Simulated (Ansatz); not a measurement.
Ansatz results at the PBE0-D4/def2-TZVP geometry: HOMO–LUMO gap (PBE0/def2-TZVPP) 7.38 eV; HOMO energy (B3LYP/def2-TZVPP) -8.43 eV; zero-point energy (PBE0-D4/def2-TZVP) 186.7 kJ/mol.

Each molecule was computed in one conformer, which needn't be the lowest.

Q: Which molecule gave them?
A. `FC/C(F)=C\C(F)(F)F`
B. `CC(O)CF`
C. `C=C(F)/C=C/F`
D. `FC1CC1(F)F`

A: A. The others give `C=C(F)/C=C/F`: 5.95, -6.77, 184.8; `CC(O)CF`: 9.24, -7.79, 266.6; `FC1CC1(F)F`: 9.38, -8.24, 152.5.

B3LYP here is the variant with VWN-RPA as its local correlation; programs differ in this.
